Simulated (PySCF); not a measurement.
Isomers of C5H3F3S, mass 151.991 u with the commonest isotopes. The calculation used PBE0-D3(BJ)/def2-SVP geometry optimisation, gas phase in PySCF 2.14.0. One conformer each, none proved a minimum here; rigid rotors.

Task: Order these by rotational constant B, largest first.
A. `[CH:1]#[C:2]/[CH:3]=[CH:4]/[S:5][C:6]([F:7])([F:8])[F:9]` with C3–C4–S5–C6 153°
B. `FC(F)(F)c1cccs1`
C. `FC(F)(F)c1ccsc1`

Result: B (1071 MHz), C (895.6 MHz), A (616.9 MHz).

Task: Order these by dipole moment, largest first.
A. `[CH:1]#[C:2]/[CH:3]=[CH:4]/[S:5][C:6]([F:7])([F:8])[F:9]` with C3–C4–S5–C6 153°
B. `FC(F)(F)c1ccsc1`
C. `s1c(ccc1)C(F)(F)F`

Result: C (2.76 D), B (2.23 D), A (1.15 D).

Task: Order these by radius of gyration √(Σ m r²/M), largest first.
A. `[CH:1]#[C:2]/[CH:3]=[CH:4]/[S:5][C:6]([F:7])([F:8])[F:9]` with C3–C4–S5–C6 153°
B. `c1csc(C(F)(F)F)c1`
C. `FC(F)(F)c1ccsc1`

Result: A (2.454 Å), C (2.114 Å), B (2.003 Å).

```csv
SMILES,point group,Ia (u·Å²),Ib (u·Å²),Ic (u·Å²),κ,μa (D),μb (D),μc (D)
C#C/C=C/SC(F)(F)F,C1,142.20,819.20,869.63,-0.98,1.14,0.03,0.13
FC(F)(F)c1cccs1,near Cs,181.26,471.97,565.86,-0.81,2.65,0.75,0.02
FC(F)(F)c1ccsc1,near Cs,158.81,564.27,635.58,-0.92,2.20,0.35,0.01
```
